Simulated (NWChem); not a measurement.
# CH₆OSiZn; SMILES [O]([Zn][CH3])[SiH3]

```xyz
10

Zn     0.0003    -0.8648    -0.0005
C      0.0030    -2.7855     0.0011
H     -0.1479    -3.1793    -1.0240
H     -0.8102    -3.1759     0.6451
H      0.9665    -3.1768     0.3845
O     -0.0161     0.9046    -0.0002
Si     0.0044     2.5459     0.0003
H     -1.3935     3.1171    -0.0673
H      0.7709     3.0961    -1.1813
H      0.6530     3.0969     1.2498
```
Atoms are numbered in this order, from 1.

Program: NWChem. The geometry was optimised at PBE-D3(BJ)/def2-SVP. Not confirmed as a minimum by frequencies. Level M06-L/def2-SVP: energy and gradient on several grids; changes count from the extra-fine grid, which is no exact limit either.

### Question
Which is the coarsest grid (coarse; xcoarse; fine; xfine; medium) from which on the energy stays within 500 μHa and each gradient component within 500 μHa/bohr of xfine?

### Answer
fine.
```
grid     size of the energy change (μHa)  largest change of a gradient component (μHa/bohr)  time, medium = 1 (rough)
-------  -------------------------------  -------------------------------------------------  ------------------------
xcoarse                             3000                                              20000                   about 1
coarse                              1000                                               2000                   about 1
medium                               200                                                900                   about 1
fine                                  10                                                300                   about 1
xfine                               < 10                                               < 30                         2
```
